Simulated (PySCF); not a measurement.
PySCF input for Al(F)(Me)(OSiH3) (CH6AlFOSi), SMILES [CH3][Al]([F])[O][SiH3], TDDFT-PBE/def2-SVPD. Geometry optimised at PBE0-D3(BJ)/def2-SVP. The values are those of a single conformer.

```python
import numpy as np
from pyscf import gto, scf, dft, tdscf

mol = gto.M(
    atom='''
    Al    0.13532297    0.33372939    0.90053554
    F    -0.83102004   -0.43911433    2.01483806
    C     1.34467811    1.72266658    1.47806512
    H     1.90752845    2.15766822    0.63900474
    H     2.06777180    1.32780847    2.21018726
    H     0.79402547    2.53330217    1.98222638
    O    -0.01148907   -0.16598248   -0.70743030
    Si   -0.39281405   -0.86823217   -2.14795990
    H     0.11608787   -0.02578784   -3.27232431
    H    -1.87383476   -1.00965899   -2.29165509
    H     0.23164367   -2.22267441   -2.24545314
    ''',
    basis='def2-SVPD',
    charge=0,
    spin=0,
    max_memory=1600,
    verbose=4,
)
mf = dft.RKS(mol, xc='pbe').density_fit(auxbasis='def2-universal-jkfit')
mf.grids.level = 3
mf.conv_tol = 1e-9
mf.max_cycle = 100
mf.kernel()
mf.grids = dft.Grids(mol).set(level=1).build(with_non0tab=True)  # coarser grid for the response kernel
td = tdscf.TDDFT(mf)
td.singlet = True
td.nstates = 10
td.conv_tol = 1e-4
td.positive_eig_threshold = 1e-6
td.kernel(x0=td.get_init_guess(mf, 15))
td.analyze()
tt = tdscf.TDA(mf)
tt.singlet = False
tt.nstates = 4
tt.conv_tol = 1e-4
tt.positive_eig_threshold = 1e-6
tt.kernel(x0=tt.get_init_guess(mf, 9))
tt.analyze(verbose=3)
```

Program output:

```
PySCF version 2.14.0

[INPUT] verbose = 4
[INPUT] num. atoms = 11
[INPUT] num. electrons = 56
[INPUT] charge = 0
[INPUT] spin (= nelec alpha-beta = 2S) = 0
[INPUT] symmetry False subgroup None
[INPUT] Mole.unit = angstrom
[INPUT] Symbol           X                Y                Z      unit          X                Y                Z       unit  Magmom
[INPUT]  1 Al     0.135322970000   0.333729390000   0.900535540000 AA    0.255723351663   0.630657146818   1.701765536037 Bohr   0.0
[INPUT]  2 F     -0.831020040000  -0.439114330000   2.014838060000 AA   -1.570400279625  -0.829805821072   3.807492118750 Bohr   0.0
[INPUT]  3 C      1.344678110000   1.722666580000   1.478065120000 AA    2.541073353598   3.255368040141   2.793138271072 Bohr   0.0
[INPUT]  4 H      1.907528450000   2.157668220000   0.639004740000 AA    3.604706345316   4.077402003478   1.207543950899 Bohr   0.0
[INPUT]  5 H      2.067771800000   1.327808470000   2.210187260000 AA    3.907522390099   2.509194354178   4.176648605403 Bohr   0.0
[INPUT]  6 H      0.794025470000   2.533302170000   1.982226380000 AA    1.500490674229   4.787247292066   3.745864975088 Bohr   0.0
[INPUT]  7 O     -0.011489070000  -0.165982480000  -0.707430300000 AA   -0.021711195726  -0.313661428676  -1.336849519219 Bohr   0.0
[INPUT]  8 Si    -0.392814050000  -0.868232170000  -2.147959900000 AA   -0.742310972381  -1.640721013837  -4.059055937548 Bohr   0.0
[INPUT]  9 H      0.116087870000  -0.025787840000  -3.272324310000 AA    0.219374280684  -0.048731954944  -6.183796736656 Bohr   0.0
[INPUT] 10 H     -1.873834760000  -1.009658990000  -2.291655090000 AA   -3.541034499090  -1.907978970305  -4.330600492065 Bohr   0.0
[INPUT] 11 H      0.231643670000  -2.222674410000  -2.245453140000 AA    0.437743094789  -4.200245898979  -4.243291460145 Bohr   0.0

nuclear repulsion = 272.144388600274
number of shells = 70
number of NR pGTOs = 240
number of NR cGTOs = 162
basis = def2-SVPD
ecp = {}


[settings echo left out]
init E= -747.97985694485
  HOMO = -0.344272043211972  LUMO = -0.0937147139746668  gap/eV = 6.81801
cycle= 1 E= -747.784985902157  delta_E= 0.195  |g|= 1.12  |ddm|= 4.73
  HOMO = -0.0946920030279448  LUMO = -0.0217034563421046  gap/eV = 1.98612
cycle= 2 E= -746.550814822405  delta_E= 1.23  |g|= 2.64  |ddm|= 3.48
  HOMO = -0.267967008225527  LUMO = -0.0593436358700652  gap/eV = 5.67693
cycle= 3 E= -748.00540996691  delta_E= -1.45  |g|= 0.338  |ddm|= 2.53
  HOMO = -0.264874279778404  LUMO = -0.0572751062441643  gap/eV = 5.64906
cycle= 4 E= -748.029130476913  delta_E= -0.0237  |g|= 0.168  |ddm|= 0.503
  HOMO = -0.267949530766716  LUMO = -0.0545036896756099  gap/eV = 5.80816
cycle= 5 E= -748.03494831506  delta_E= -0.00582  |g|= 0.0451  |ddm|= 0.162
  HOMO = -0.267348487020186  LUMO = -0.0549530441313766  gap/eV = 5.77957
cycle= 6 E= -748.035309863401  delta_E= -0.000362  |g|= 0.0159  |ddm|= 0.0495
  HOMO = -0.268121695382099  LUMO = -0.0556271297843245  gap/eV = 5.78227
cycle= 7 E= -748.035368909255  delta_E= -5.9e-05  |g|= 0.00245  |ddm|= 0.0197
  HOMO = -0.268040752602929  LUMO = -0.0555027829429493  gap/eV = 5.78345
cycle= 8 E= -748.035370390513  delta_E= -1.48e-06  |g|= 0.000472  |ddm|= 0.00468
  HOMO = -0.268124102076876  LUMO = -0.05552538601555  gap/eV = 5.78511
cycle= 9 E= -748.035370451143  delta_E= -6.06e-08  |g|= 8.39e-05  |ddm|= 0.00102
  HOMO = -0.268127558710928  LUMO = -0.0555323606912825  gap/eV = 5.78501
cycle= 10 E= -748.035370452864  delta_E= -1.72e-09  |g|= 2.95e-05  |ddm|= 0.000221
  HOMO = -0.268128268474764  LUMO = -0.0555310029627205  gap/eV = 5.78507
cycle= 11 E= -748.035370453097  delta_E= -2.33e-10  |g|= 7e-06  |ddm|= 7.45e-05
  HOMO = -0.268127329564475  LUMO = -0.0555308895019784  gap/eV = 5.78504
Extra cycle  E= -748.035370453091  delta_E= 5.91e-12  |g|= 9.4e-06  |ddm|= 3.35e-05
converged SCF energy = -748.035370453091
tot grids = 43256
Overwritten attributes  positive_eig_threshold  of <class 'pyscf.tdscf.rks.CasidaTDDFT'>


******** <class 'pyscf.tdscf.rks.CasidaTDDFT'> for <class 'pyscf.df.df_jk.DFRKS'> ********
nstates = 10 singlet
deg_eia_thresh = 1.000e-03
wfnsym = None
conv_tol = 0.0001
eigh lindep = 1e-12
eigh level_shift = 0
eigh max_cycle = 100


Excitation energies (eV)
[5.86285485 5.98529148 6.42007668 6.62662041 6.75097412 7.15947364
 7.25476487 7.41676975 7.57129937 7.62959033]

** Singlet excitation energies and oscillator strengths **
Excited State   1:      5.86285 eV    211.47 nm  f=0.0090
      28 -> 29       -0.70086
Excited State   2:      5.98529 eV    207.15 nm  f=0.0031
      27 -> 29        0.70575
Excited State   3:      6.42008 eV    193.12 nm  f=0.0009
      28 -> 30       -0.70382
Excited State   4:      6.62662 eV    187.10 nm  f=0.0648
      26 -> 29        0.61394
      27 -> 30       -0.32496
Excited State   5:      6.75097 eV    183.65 nm  f=0.1800
      26 -> 29       -0.31887
      27 -> 30       -0.61872
Excited State   6:      7.15947 eV    173.18 nm  f=0.0285
      26 -> 30       -0.69567
Excited State   7:      7.25476 eV    170.90 nm  f=0.0024
      28 -> 31       -0.70482
Excited State   8:      7.41677 eV    167.17 nm  f=0.0003
      27 -> 31        0.70436
Excited State   9:      7.57130 eV    163.76 nm  f=0.0037
      25 -> 29       -0.67724
      28 -> 32       -0.18829
Excited State  10:      7.62959 eV    162.50 nm  f=0.0589
      25 -> 29       -0.18388
      28 -> 32        0.67298

** Transition electric dipole moments (AU) **
state          X           Y           Z        Dip. S.      Osc.
  1         0.1697      0.1783     -0.0471      0.0628      0.0090
  2         0.1013     -0.1025      0.0246      0.0214      0.0031
  3         0.0134     -0.0678      0.0296      0.0057      0.0009
  4        -0.4194     -0.4405     -0.1705      0.3990      0.0648
  5         0.3860      0.6254      0.7402      1.0880      0.1800
  6         0.2952     -0.2691      0.0533      0.1624      0.0285
  7        -0.0058     -0.0246     -0.1134      0.0135      0.0024
  8        -0.0330      0.0267     -0.0062      0.0018      0.0003
  9        -0.0024     -0.0409     -0.1344      0.0198      0.0037
 10         0.3863      0.3709     -0.1676      0.3149      0.0589

** Transition velocity dipole moments (imaginary part, AU) **
state          X           Y           Z        Dip. S.      Osc.
  1         0.0347      0.0365     -0.0089      0.0026      0.0081
  2         0.0159     -0.0164      0.0041      0.0005      0.0016
  3         0.0034     -0.0165      0.0071      0.0003      0.0009
  4        -0.1063     -0.1119     -0.0443      0.0258      0.0706
  5         0.0980      0.1581      0.1842      0.0685      0.1841
  6         0.0780     -0.0710      0.0140      0.0113      0.0287
  7         0.0017     -0.0036     -0.0334      0.0011      0.0028
  8        -0.0077      0.0059     -0.0013      0.0001      0.0002
  9        -0.0017     -0.0121     -0.0369      0.0015      0.0036
 10         0.1146      0.1102     -0.0484      0.0276      0.0657

** Transition magnetic dipole moments (imaginary part, AU) **
state          X           Y           Z
  1         0.4048     -0.3876      0.1027
  2        -0.3378     -0.3021      0.2882
  3        -0.1038     -0.1387      0.2440
  4        -0.2096      0.1577     -0.0273
  5        -0.0841     -0.0120      0.0058
  6        -0.4624     -0.2756      0.9432
  7        -0.5913      0.5485     -0.1099
  8         0.7270      0.6587     -0.5064
  9        -0.3255      0.3259     -0.0779
 10        -0.7204      0.6766     -0.1434
Overwritten attributes  positive_eig_threshold  of <class 'pyscf.tdscf.rks.TDA'>


******** <class 'pyscf.tdscf.rks.TDA'> for <class 'pyscf.df.df_jk.DFRKS'> ********
nstates = 4 triplet
deg_eia_thresh = 1.000e-03
wfnsym = None
conv_tol = 0.0001
eigh lindep = 1e-12
eigh level_shift = 0
eigh max_cycle = 100


Excitation energies (eV)
[5.67660344 5.81843941 6.11195069 6.29165126]

** Triplet excitation energies and oscillator strengths **
Excited State   1:      5.67660 eV    218.41 nm  f=0.0000
Excited State   2:      5.81844 eV    213.09 nm  f=0.0000
Excited State   3:      6.11195 eV    202.86 nm  f=0.0000
Excited State   4:      6.29165 eV    197.06 nm  f=0.0000
```

The run converged.
